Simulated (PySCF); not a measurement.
B(H)(OMe)(SMe) (C₂H₇BOS), SMILES COBSC.

Geometry optimised at PBE-D3(BJ)/def2-SVP. This is a generated structure with no PubChem entry under its InChIKey; it may be hypothetical. One conformer was computed; it need not be the lowest.

These are PySCF with PBE-D3(BJ)/def2-SVP values and carry that method's errors.

Frequencies are harmonic and unscaled.

A small imaginary wavenumber (i) marks a very flat motion, where grid noise or a shallow saddle decides the sign.

Task: Give all harmonic wavenumbers and intensities. (The exact figures need the calculation; the answer reports its results.)

Result: 
```json
[
 {"mode": "1", "ν (cm⁻¹)": "24i", "IR (km/mol)": "0.0", "moving atoms (share of kinetic energy)": "H 98 %"},
 {"mode": "2", "ν (cm⁻¹)": "100", "IR (km/mol)": "0.0", "moving atoms (share of kinetic energy)": "H 91 %"},
 {"mode": "3", "ν (cm⁻¹)": "139", "IR (km/mol)": "1.9", "moving atoms (share of kinetic energy)": "C 57 %, H 27 %, O 10 %"},
 {"mode": "4", "ν (cm⁻¹)": "143", "IR (km/mol)": "4.2", "moving atoms (share of kinetic energy)": "O 53 %, H 24 %, C 18 %"},
 {"mode": "5", "ν (cm⁻¹)": "241", "IR (km/mol)": "1.5", "moving atoms (share of kinetic energy)": "B 41 %, H 32 %, S 15 %"},
 {"mode": "6", "ν (cm⁻¹)": "290", "IR (km/mol)": "6.4", "moving atoms (share of kinetic energy)": "O 36 %, H 24 %, C 22 %, B 12 %"},
 {"mode": "7", "ν (cm⁻¹)": "418", "IR (km/mol)": "2.6", "moving atoms (share of kinetic energy)": "S 47 %, C 20 %, O 15 %, H 11 %"},
 {"mode": "8", "ν (cm⁻¹)": "691", "IR (km/mol)": "1.1", "moving atoms (share of kinetic energy)": "C 58 %, S 25 %, H 12 %"},
 {"mode": "9", "ν (cm⁻¹)": "782", "IR (km/mol)": "23.3", "moving atoms (share of kinetic energy)": "B 45 %, H 28 %, S 21 %"},
 {"mode": "10", "ν (cm⁻¹)": "804", "IR (km/mol)": "9.9", "moving atoms (share of kinetic energy)": "H 66 %, B 31 %"},
 {"mode": "11", "ν (cm⁻¹)": "927", "IR (km/mol)": "6.3", "moving atoms (share of kinetic energy)": "H 83 %, C 15 %"},
 {"mode": "12", "ν (cm⁻¹)": "941", "IR (km/mol)": "12.3", "moving atoms (share of kinetic energy)": "H 77 %, C 17 %"},
 {"mode": "13", "ν (cm⁻¹)": "973", "IR (km/mol)": "41.4", "moving atoms (share of kinetic energy)": "H 35 %, O 26 %, C 24 %, B 15 %"},
 {"mode": "14", "ν (cm⁻¹)": "1087", "IR (km/mol)": "5.7", "moving atoms (share of kinetic energy)": "H 50 %, C 20 %, O 16 %, B 12 %"},
 {"mode": "15", "ν (cm⁻¹)": "1141", "IR (km/mol)": "0.3", "moving atoms (share of kinetic energy)": "H 76 %, C 19 %"},
 {"mode": "16", "ν (cm⁻¹)": "1152", "IR (km/mol)": "52.8", "moving atoms (share of kinetic energy)": "H 66 %, C 17 %, B 11 %"},
 {"mode": "17", "ν (cm⁻¹)": "1275", "IR (km/mol)": "56.4", "moving atoms (share of kinetic energy)": "H 80 %, C 14 %"},
 {"mode": "18", "ν (cm⁻¹)": "1335", "IR (km/mol)": "375.1", "moving atoms (share of kinetic energy)": "B 32 %, H 31 %, O 24 %, C 12 %"},
 {"mode": "19", "ν (cm⁻¹)": "1393", "IR (km/mol)": "7.4", "moving atoms (share of kinetic energy)": "H 96 %"},
 {"mode": "20", "ν (cm⁻¹)": "1397", "IR (km/mol)": "13.8", "moving atoms (share of kinetic energy)": "H 96 %"},
 {"mode": "21", "ν (cm⁻¹)": "1416", "IR (km/mol)": "3.9", "moving atoms (share of kinetic energy)": "H 97 %"},
 {"mode": "22", "ν (cm⁻¹)": "1418", "IR (km/mol)": "9.7", "moving atoms (share of kinetic energy)": "H 93 %"},
 {"mode": "23", "ν (cm⁻¹)": "1443", "IR (km/mol)": "67.2", "moving atoms (share of kinetic energy)": "H 71 %, O 13 %, B 12 %"},
 {"mode": "24", "ν (cm⁻¹)": "2530", "IR (km/mol)": "118.2", "moving atoms (share of kinetic energy)": "H 91 %, B 9 %"},
 {"mode": "25", "ν (cm⁻¹)": "2948", "IR (km/mol)": "70.6", "moving atoms (share of kinetic energy)": "H 98 %"},
 {"mode": "26", "ν (cm⁻¹)": "2993", "IR (km/mol)": "16.8", "moving atoms (share of kinetic energy)": "H 98 %"},
 {"mode": "27", "ν (cm⁻¹)": "3044", "IR (km/mol)": "21.0", "moving atoms (share of kinetic energy)": "H 90 %, C 10 %"},
 {"mode": "28", "ν (cm⁻¹)": "3046", "IR (km/mol)": "21.0", "moving atoms (share of kinetic energy)": "H 90 %, C 10 %"},
 {"mode": "29", "ν (cm⁻¹)": "3102", "IR (km/mol)": "3.4", "moving atoms (share of kinetic energy)": "H 90 %, C 10 %"},
 {"mode": "30", "ν (cm⁻¹)": "3109", "IR (km/mol)": "2.7", "moving atoms (share of kinetic energy)": "H 90 %, C 10 %"}
]
```
